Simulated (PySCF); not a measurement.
CH₂Cl, SMILES Cl[CH2], multiplicity 2. Atoms are numbered in the order given.

```xyz
4

C      0.0000     0.0000     1.1120
Cl     0.0000     0.0000    -0.5825
H      0.0000     0.9539     1.6150
H      0.0000    -0.9539     1.6150
```
Charge 0, spin multiplicity 2.

Geometry optimised at r2SCAN-D4/def2-TZVP. The isomer is the one that the SMILES or the coordinates give; other isomers of the formula were not compared.

Calculation: PySCF 2.14.0 with TDA-PBE/def2-TZVPD.

Vertical excitations. The molecule is in vacuum.

```
state    energy (eV)  λ (nm)      f                              main pairs
-------  -----------  ------  -----  --------------------------------------
root 1          4.40     282  0.005                        α HOMO→LUMO 99 %
root 2          4.45     279  0.000                       β HOMO→LUMO 100 %
root 3          4.97     250  0.001                     α HOMO→LUMO+1 100 %
root 4          5.70     217  0.000                     α HOMO→LUMO+2 100 %
root 5          5.79     214  0.078  α HOMO→LUMO+3 35 %, β HOMO−1→LUMO 62 %
root 6          6.10     203  0.001  α HOMO→LUMO+3 65 %, β HOMO−1→LUMO 33 %
root 7          6.51     190  0.012                      α HOMO→LUMO+4 98 %
root 8          6.83     182  0.000  α HOMO−1→LUMO 68 %, β HOMO→LUMO+1 30 %
root 9          6.90     180  0.004                      α HOMO→LUMO+5 99 %
root 10         7.14     174  0.015                      α HOMO→LUMO+6 93 %
```
Unrestricted roots are not spin-pure.
